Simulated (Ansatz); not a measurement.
`C[CH]1[AlH][SiH2]1` and `C[C]1(N)[AlH][SiH2]1` differ in one atom or group.

Ansatz, PBE0-D4/def2-TZVP geometries, multiplicity 1. Each molecule was computed in one conformer, which needn't be the lowest.

| property | `C[CH]1[AlH][SiH2]1` |
| --- | --- |
| HOMO–LUMO gap (PBE0/def2-TZVPP) / eV | 4.31 |
| HOMO energy (ωB97M-V/def2-TZVPP) / eV | -7.98 |
| HOMO energy (PBE0/def2-TZVPP) / eV | -6.03 |
| size of the dipole moment (B3LYP/def2-TZVPP) / D | 1.14 |
| HOMO–LUMO gap (B3LYP/def2-TZVPP) / eV | 3.96 |
| LUMO energy (PBE0/def2-TZVPP) / eV | -1.72 |

Q: What does the change do to each property? (Estimate.)

A: Ansatz gave: 
| property | `C[C]1(N)[AlH][SiH2]1` | shift |
| --- | --- | --- |
| HOMO–LUMO gap (PBE0/def2-TZVPP) / eV | 4.38 | 0.07 |
| HOMO energy (ωB97M-V/def2-TZVPP) / eV | -7.80 | 0.18 |
| HOMO energy (PBE0/def2-TZVPP) / eV | -5.72 | 0.31 |
| size of the dipole moment (B3LYP/def2-TZVPP) / D | 0.38 | -0.76 |
| HOMO–LUMO gap (B3LYP/def2-TZVPP) / eV | 4.02 | 0.06 |
| LUMO energy (PBE0/def2-TZVPP) / eV | -1.34 | 0.38 |

With PBE0 the HOMO rises by 0.31 eV and the LUMO rises by 0.38 eV, so the gap widens by about 0.07 eV. PBE moves the HOMO by 0.41 eV and ωB97M-V by 0.18 eV. Dipoles are sizes alone; their direction can turn.

B3LYP here is the variant with VWN-RPA as its local correlation; programs differ in this.
